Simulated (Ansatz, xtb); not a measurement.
# Relative energy of two isomers of C3H7BrOSi

Structure I: `[SiH3][C@@H]1OC[C@H]1Br`, a singlet. Structure II: `[SiH3][C@@H]1OC[C@@H]1Br`, a singlet. Both are isolated molecules in the gas phase, relaxed with B3LYP/def2-SVP.

Problem. Estimate which is lower in electronic energy at CCSD(T)/def2-SVP + ΔMP2/def2-TZVPP, and by roughly how much.

Solution. Too close to call at this level: CCSD(T)/def2-SVP + ΔMP2/def2-TZVPP gives E(II) − E(I) = +1.01 kJ/mol.

How the difference moves with the method:

| level | geometry | E(II) − E(I) (kJ/mol) | departure from the last row (kJ/mol) | job, with rough time for the two |
| --- | --- | --- | --- | --- |
| GFN2-xTB | GFN2-xTB | −4.33 | −5.34 | optimisation, 0.21 s |
| HF/STO-3G | GFN2-xTB | +5.63 | +4.62 | single point, 0.52 s |
| r2SCAN-D4/def2-SVP | GFN2-xTB | −0.72 | −1.73 | single point, 3.1 s |
| B3LYP/def2-SVP | B3LYP/def2-SVP | +1.15 | +0.14 | optimisation, 62 s |
| HF/def2-SVP | B3LYP/def2-SVP | +2.55 | +1.54 | part of the CCSD(T) run |
| MP2/def2-SVP | B3LYP/def2-SVP | −0.42 | −1.43 | part of the CCSD(T) run |
| CCSD(T)/def2-SVP | B3LYP/def2-SVP | −0.40 | −1.42 | single point |
| CCSD(T)/def2-SVP + ΔMP2/def2-TZVPP | B3LYP/def2-SVP | +1.01 |  | single point, 49 s |

As drawn, both hold the same kinds of bond in the same numbers.

The largest departure from CCSD(T)/def2-SVP + ΔMP2/def2-TZVPP is that of GFN2-xTB, 5.34 kJ/mol. The last row adds to CCSD(T) the change of the MP2 difference between the two basis sets, here +1.42 kJ/mol.

With thermal terms from frequencies at re-optimised GFN2-xTB minima (ideal gas, soft modes damped towards free rotors, one conformer each, 298.15 K, 1 atm): the zero-point term adds +1.01 kJ/mol; ΔH is +1.32 and ΔG +3.87 kJ/mol.

The correlated steps freeze 18 core orbitals; the filled d shell of Br is correlated, in a basis made for valence electrons. Run with Ansatz 0.2.0, xtb 6.7.1; the last row on 2 threads of Intel(R) Xeon(R) 6975P-C (Granite Rapids) on a shared host.
